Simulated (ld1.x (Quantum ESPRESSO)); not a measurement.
## Transferability test, TM potential for hafnium

hafnium, norm-conserving Troullier–Martins (Kleinman–Bylander form), made with ld1.x (Quantum ESPRESSO) 7.5 (PBEsol, fully relativistic). Core [Kr] 4d10, reference 4f14 5s2 5p6 5d1 6s0 6p0 (charge +3). Waves: 5s (bound): rc 1.85 bohr; 5p (bound): rc 2.10 bohr; 5d (bound): rc 2.35 bohr; 4f (bound): rc 1.05 bohr. Local part: all-electron potential smoothed inside 1.20 bohr (lloc = -2). Core correction: a·sin(br)/r model core inside 0.60 bohr.

Open shells are filled in proportion to 2j + 1 (rel_dist='average').

Energies are relative to the spin-unpolarised reference configuration 4f14 5s2 5p6 5d1 6s0 6p0; without spin polarisation the order of configurations can differ from experiment.

Question: Give the all-electron excitation energy and the error of the potential for: 4f14 5s2 5p6 5d2 6s2 6p0; 4f14 5s2 5p6 5d2 6s1 6p0; 4f14 5s2 5p6 5d2 6s0 6p0; 4f14 5s2 5p6 5d0 6s0 6p0; 4f13 5s2 5p6 5d3 6s2 6p0; 4f14 5s2 5p5 5d2 6s2 6p0; 4f14 5s2 5p6 5d2 6s0 6p2.

Answer:

| valence configuration | charge | ΔE all-electron (eV) | error AE − PS (meV) |
| --- | --- | --- | --- |
| 4f14 5s2 5p6 5d2 6s2 6p0 | 0 | -43.939 | +2303 |
| 4f14 5s2 5p6 5d2 6s1 6p0 | +1 | -35.928 | +1498 |
| 4f14 5s2 5p6 5d2 6s0 6p0 | +2 | -21.765 | -2.5 |
| 4f14 5s2 5p6 5d0 6s0 6p0 | +4 | 32.797 | -4.4 |
| 4f13 5s2 5p6 5d3 6s2 6p0 | 0 | -26.551 | +4040 |
| 4f14 5s2 5p5 5d2 6s2 6p0 | +1 | -2.441 | +3892 |
| 4f14 5s2 5p6 5d2 6s0 6p2 | 0 | -36.081 | +138 |

These tests converged, but a pseudo level misses the all-electron one widely, so the file describes the atom poorly there or has found another state: 4f14 5s2 5p6 5d2 6s2 6p0: 4f by 2.0 eV (a node warning on the way); 4f14 5s2 5p6 5d2 6s0 6p0: empty 6s by 2.0 eV; 4f14 5s2 5p6 5d0 6s0 6p0: empty 6s by 4.2 eV (a node warning on the way); 4f13 5s2 5p6 5d3 6s2 6p0: 4f by 3.5 eV (a node warning on the way); 4f14 5s2 5p5 5d2 6s2 6p0: 4f by 3.2 eV.

A Bessel basis up to 400 Ry misses an occupied level by 0.05 Ry, so cutoffs and ghosts were not judged.
